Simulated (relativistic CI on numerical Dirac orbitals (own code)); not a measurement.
Level scheme of Si8+

Calculated at this level of theory: Dirac-Coulomb-Breit CI, separate exchange-only KLI orbitals for each configuration, model QED (radiative potential, 1s self-energy scaled to tabulated hydrogen-like ionisation energies), valence Slater integrals scaled by 0.9, P86 correlation estimate, and configurations built on the next ion tied to the tabulated ionisation energy (semi-empirical) (own radial code, finite nucleus).

Configurations in the expansion (outside the closed core 1s2): 2s2.2p2, 2s2.2p.3s, 2s2.2p.3p, 2s2.2p.3d, 2s2.2p.4s, 2s.2p3, 2p4, 2p3.3s, 2p3.3p, 2p3.3d, 2s.2p2.3s, 2s.2p2.3p, 2s.2p2.3d, 2s2.2p.4p, 2s2.2p.4d, 2s2.2p.4f, 2s2.3s2, 2s2.3s.3p, 2s.2p2.4s, 2s.2p2.4p, 2s2.3p2, 2s2.3s.3d, 2s.2p2.4d, 2s.2p2.4f. Levels of other configurations are missing.

```tsv
No.	Configuration	Term	J	E (cm⁻¹)	%	Lifetime (s)	jj configuration (%)
41	2s2.2p.3d	3D°	1	1795328	88	9.52e-13	2p1/2 3d3/2 (71)
42	2s.2p2.3s‡	5P	3	1795656	99	1.10e-11	2s 2p3/2^2 3s (64)
43	2s2.2p.3d	3D°	2	1796141	74	1.03e-12	2p1/2 3d5/2 (57)
44	2s2.2p.3d	3D°	3	1798595	95	9.34e-13	2p3/2 3d5/2 (65)
45	2s2.2p.3d	3P°	2	1802134	75	1.41e-12	2p3/2 3d5/2 (54)
46	2s2.2p.3d	3P°	1	1803233	88	1.54e-12	2p3/2 3d3/2 (77)
47	2s2.2p.3d	3P°	0	1803861	96	1.63e-12	2p3/2 3d3/2 (96)
48	2s2.2p.3d	1P°	1	1824449	95	1.16e-12	2p3/2 3d5/2 (68)
49	2s2.2p.3d	1F°	3	1825478	96	7.37e-13	2p3/2 3d3/2 (41)
50	2s.2p2.3s‡	3P	0	1830625	94	6.31e-12	2s 2p1/2^2 3s (44)
51	2s.2p2.3s‡	3P	1	1832600	94	6.28e-12	2s 2p1/2 2p3/2 3s (76)
52	2s.2p2.3s‡	3P	2	1836078	94	6.25e-12	2s 2p3/2^2 3s (55)
53	2s.2p2.3p‡	3S°	1	1868231	95	3.32e-12	2s 2p1/2 2p3/2 3p1/2 (28)
54	2s.2p2.3p‡	5D°	0	1871497	100	1.20e-09	2s 2p1/2^2 3p1/2 (40)
55	2s.2p2.3p‡	5D°	1	1872190	98	3.89e-10	2s 2p1/2 2p3/2 3p1/2 (42)
56	2s.2p2.3p‡	5D°	2	1873530	98	1.55e-09	2s 2p1/2 2p3/2 3p1/2 (44)
57	2s.2p2.3p‡	5D°	3	1875620	98	1.74e-09	2s 2p1/2 2p3/2 3p3/2 (64)
58	2s.2p2.3p‡	5D°	4	1878375	100	1.72e-09	2s 2p3/2^2 3p3/2 (64)
59	2s.2p2.3p‡	5P°	1	1881287	98	1.69e-10	2s 2p1/2 2p3/2 3p1/2 (41)
60	2s.2p2.3p‡	5P°	2	1882269	98	8.43e-10	2s 2p1/2 2p3/2 3p3/2 (29)
61	2s.2p2.3p‡	5P°	3	1884352	98	4.80e-10	2s 2p1/2 2p3/2 3p3/2 (38)
62	2s.2p2.3p‡	3D°	1	1901616	99	3.64e-12	2s 2p1/2 2p3/2 3p3/2 (47)
63	2s.2p2.3p‡	3D°	2	1903404	98	3.63e-12	2s 2p1/2 2p3/2 3p3/2 (50)
64	2s.2p2.3p‡	3D°	3	1906154	99	3.63e-12	2s 2p3/2^2 3p3/2 (42)
65	2s.2p2.3p‡	5S°	2	1909876	99	3.77e-10	2s 2p1/2 2p3/2 3p3/2 (33)
66	2s.2p2.3p‡	3P°	0	1915867	99	3.70e-12	2s 2p1/2 2p3/2 3p3/2 (71)
67	2s.2p2.3p‡	3P°	1	1916676	98	3.69e-12	2s 2p1/2 2p3/2 3p3/2 (39)
68	2s.2p2.3p‡	3P°	2	1917898	98	3.69e-12	2s 2p1/2 2p3/2 3p3/2 (36)
69	2s.2p2.3s‡	3D	3	1919429	98	5.40e-12	2s 2p1/2 2p3/2 3s (63)
70	2s.2p2.3s‡	3D	1	1919441	98	5.43e-12	2s 2p1/2 2p3/2 3s (67)
71	2s.2p2.3s‡	3D	2	1919443	98	5.42e-12	2s 2p1/2 2p3/2 3s (65)
72	2s.2p2.3s‡	1D	2	1945063	98	1.11e-11	2s 2p1/2 2p3/2 3s (65)
73	2s.2p2.3d‡	5F	1	1953818	99	1.27e-09	2s 2p1/2 2p3/2 3d3/2 (40)
74	2s.2p2.3d‡	5F	2	1954498	98	9.53e-10	2s 2p1/2 2p3/2 3d3/2 (47)
75	2s.2p2.3d‡	5F	3	1955579	97	7.69e-10	2s 2p1/2 2p3/2 3d3/2 (41)
76	2s.2p2.3d‡	5F	4	1957124	98	1.22e-09	2s 2p1/2 2p3/2 3d5/2 (60)
77	2s.2p2.3d‡	5F	5	1959169	100	2.12e-09	2s 2p3/2^2 3d5/2 (64)
78	2s.2p2.3d‡	5D	0	1965745	99	4.00e-10	2s 2p1/2 2p3/2 3d3/2 (84)
79	2s.2p2.3d‡	5D	1	1965847	98	7.87e-11	2s 2p1/2 2p3/2 3d3/2 (64)
80	2s.2p2.3d‡	5D	2	1966098	96	3.27e-11	2s 2p1/2 2p3/2 3d3/2 (34)
81	2s.2p2.3d‡	5D	3	1966627	94	2.16e-11	2s 2p1/2 2p3/2 3d5/2 (27)
82	2s.2p2.3d‡	5D	4	1967803	98	1.43e-09	2s 2p1/2 2p3/2 3d5/2 (47)
83	2s.2p2.3d‡	5P	3	1977409	95	8.35e-13	2s 2p1/2 2p3/2 3d5/2 (45)
84	2s.2p2.3d‡	5P	2	1978788	94	8.36e-13	2s 2p3/2^2 3d3/2 (36)
85	2s.2p2.3d‡	5P	1	1979649	98	8.10e-13	2s 2p3/2^2 3d3/2 (53)
86	2s.2p2.3d‡	3P	2	1980969	95	2.25e-12	2s 2p1/2 2p3/2 3d5/2 (40)
87	2s.2p2.3d‡	3P	1	1983313	97	2.31e-12	2s 2p3/2^2 3d5/2 (44)
88	2s.2p2.3d‡	3P	0	1984530	98	2.30e-12	2s 2p3/2^2 3d5/2 (65)
89	2s.2p2.3s‡	3S	1	1991311	95	5.56e-12	2s 2p3/2^2 3s (60)
90	2s.2p2.3d‡	3F	2	1993424	99	2.24e-12	2s 2p1/2 2p3/2 3d5/2 (47)
91	2s.2p2.3d‡	3F	3	1995415	99	2.23e-12	2s 2p1/2 2p3/2 3d5/2 (40)
92	2s.2p2.3d‡	3F	4	1998100	100	2.21e-12	2s 2p3/2^2 3d5/2 (33)
93	2s.2p2.3p‡	3F°	2	2003483	86	1.89e-11	2s 2p1/2 2p3/2 3p1/2 (67)
94	2s.2p2.3p‡	3F°	3	2004318	99	2.06e-10	2s 2p1/2 2p3/2 3p3/2 (34)
95	2s.2p2.3p‡	3F°	4	2005064	99	3.19e-10	2s 2p1/2 2p3/2 3p3/2 (64)
96	2s.2p2.3p‡	1D°	2	2006420	83	2.88e-12	2s 2p1/2 2p3/2 3p3/2 (44)
97	2s.2p2.3s‡	1S	0	2012303	68	7.96e-12	2s 2p1/2^2 3s (52)
98	2s.2p2.3p‡	1F°	3	2014280	95	3.03e-12	2s 2p1/2 2p3/2 3p3/2 (55)
99	2s.2p2.3p‡	3D°	1	2015794	98	2.63e-11	2s 2p1/2 2p3/2 3p1/2 (40)
100	2s.2p2.3p‡	3D°	2	2016076	99	3.01e-11	2s 2p1/2 2p3/2 3p3/2 (42)
101	2s.2p2.3p‡	3D°	3	2016452	96	2.38e-11	2s 2p1/2 2p3/2 3p3/2 (49)
102	2s.2p2.3d‡	3D	1	2016533	99	1.49e-12	2s 2p1/2 2p3/2 3d5/2 (62)
103	2s.2p2.3d‡	3D	2	2017182	98	1.48e-12	2s 2p3/2^2 3d5/2 (34)
104	2s.2p2.3d‡	3D	3	2018098	99	1.45e-12	2s 2p1/2 2p3/2 3d3/2 (34)
105	2s.2p2.3s‡	3P	1	2019800	92	7.08e-12	2s 2p1/2 2p3/2 3s (60)
106	2s.2p2.3s‡	3P	0	2020731	68	7.67e-12	2s 2p3/2^2 3s (53)
107	2s.2p2.3p‡	1P°	1	2020904	96	2.30e-12	2s 2p1/2 2p3/2 3p3/2 (48)
108	2s.2p2.3s‡	3P	2	2022838	96	7.22e-12	2s 2p3/2^2 3s (57)
109	2s.2p2.3p‡	3P°	2	2028310	98	5.50e-11	2s 2p1/2 2p3/2 3p1/2 (32)
110	2s.2p2.3p‡	3P°	1	2028417	98	6.50e-11	2s 2p1/2 2p3/2 3p3/2 (60)
```

Energies count from the lowest computed level; ° marks odd parity; lifetimes are radiative, by E1, M1, E2 decay to levels of this space only. Filled j subshells are mostly left out of the jj labels. ‡ marks configurations that were not tied to measured data.

The mean weight of the leading LS term, summed over parents, in these 70 levels is 95 %, and that of the leading jj configuration (from the same eigenvectors) 51 %, so LS coupling describes them better.

Configurations that consist of the next ion and one excited electron were tied to the tabulated ionisation energy; Rydberg ones are usually within 1,000 to 3,000 cm⁻¹ and the lowest ones within about 6,000 (9,000 in d shells), while levels on excited terms of the next ion carry the error of that term, and the other configurations can be misplaced by 10,000 cm⁻¹ or more. Rates follow the energies as ν³ (E1, M1) or ν⁵ (E2), so rates, branching and lifetimes can be off by large factors.
